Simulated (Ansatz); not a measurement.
Basis sets compared for Na4H5⁻ (the lowest singlet isomer of a short search). Total charge -1; singlet. Geometry PBE-D4/def2-SVPD. Ansatz on 4 threads of Intel Xeon on a shared host; times are rough, and most runs start from earlier orbitals.

```xyz
9

Na   -0.205   -2.102   -0.654
Na    0.557    0.584   -2.057
Na    0.098    2.116    0.626
Na   -0.677   -0.567    2.024
H    -0.813    0.124   -0.212
H    -0.194    1.466    2.702
H     0.716   -1.544   -2.564
H     1.017    2.598   -1.309
H    -0.499   -2.675    1.443
```

The structure comes from a short search, and lower isomers may exist.

```csv
level,functions,energy (Eh),HOMO (eV),LUMO (eV),wall time
PBE-D4/def2-SVPD,112,-651.4589,-0.74,2.13,2.7 s
PBE0-D4/def2-SVPD,112,-651.5234,-1.75,2.52,2.8 s
```

Question: Estimate the rows for PBE-D4/def2-TZVPD, PBE0-D4/def2-TZVPD.

Answer: 
| level | functions | energy (Eh) | HOMO (eV) | LUMO (eV) | wall time |
| --- | --- | --- | --- | --- | --- |
| PBE-D4/def2-TZVPD | 185 | -651.7022 | -0.81 | 1.93 | 5.5 s |
| PBE0-D4/def2-TZVPD | 185 | -651.7637 | -1.82 | 2.15 | 7 s |
